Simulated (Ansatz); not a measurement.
`C/C=C/I`, relaxed with RKS PBE-D4/def2-SVP in Ansatz from a rough embedded geometry. The force threshold is 0.03 eV/Å; the program also tests the step.

Total charge 0; spin multiplicity 1. I: def2 effective core potential.

Start:

```xyz
9

C    -0.059    0.224   -1.164
C    -0.420   -0.196    0.197
C     0.425   -0.109    1.205
I     0.054   -0.601    3.114
H    -0.787    0.961   -1.543
H    -0.205   -0.661   -1.889
H     0.940    0.606   -1.314
H    -1.380   -0.575    0.348
H     1.432    0.352    1.045
```

```
step  energy (eV)  largest force (eV/Å)  largest move (Å)
   1  -11285.5511                 2.392             0.000
   2  -11285.7935                 0.675             0.096
   3  -11285.8104                 0.408             0.102
   4  -11285.8239                 0.245             0.057
   5  -11285.8271                 0.208             0.021
   6  -11285.8280                 0.028             0.009
```

End:

```xyz
9

C    -0.092    0.210   -1.225
C    -0.404   -0.188    0.187
C     0.464   -0.067    1.205
I     0.024   -0.627    3.191
H    -0.805    0.983   -1.585
H    -0.197   -0.656   -1.913
H     0.935    0.612   -1.330
H    -1.409   -0.601    0.381
H     1.483    0.336    1.089
```

Run time 6.5 s (4 threads of an Arm Neoverse V1 on a shared host); peak host memory 0.13 GiB.
